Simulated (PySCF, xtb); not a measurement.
Ga(F)(SiH3)2 (FGaH6Si2), SMILES [F][Ga]([SiH3])[SiH3].

GFN2-xTB in xtb at its own geometry gives an orbital gap of 3.10 eV and a dipole moment of 3.12 D.

Geometry: PBE-D3(BJ)/def2-SVP. The structure was generated by enumeration; whether it is a known compound was not checked.

Problem. What does PBE/def2-TZVP (PySCF) give? (Estimate from the structure and the level; the computed values follow.)

Solution. gap 3.45 eV (levels -6.40 and -2.95 eV), dipole 2.05 D.
